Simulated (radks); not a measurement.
Problem. All-electron atom: Ce+ in [Xe] 4f2 5d1 (not the ground configuration). Calculated with a radial shooting solver on a logarithmic mesh with Libxc functionals: scalar-relativistic Kohn-Sham, BLYP, spin-unpolarised, spherical densities, point nucleus. Some entries of the table are withheld. Estimate them.

orbital  occ.  eigenvalue (hartree)  <r^2> (bohr^2)
1s          2             -1480.069       0.0008207
2s          2                   (1)         0.01306
2p          6             -212.1681         0.01041
3s          2             -50.89501         0.08871
3p          6             -43.03129         0.08873
3d         10             -31.86098         0.07578
4s          2             -10.20923             (2)
4p          6              -7.64853          0.5208
4d         10              -3.96738          0.6516
5s          2              -1.52045           2.697
5p          6              -0.90772           3.764
5d          1              -0.22599             (3)
4f          2              -0.16523           2.615

Solution. 
(1) 2s eigenvalue (hartree): -236.8988
(2) 4s <r^2> (bohr^2): 0.4600
(3) 5d <r^2> (bohr^2): 11.71
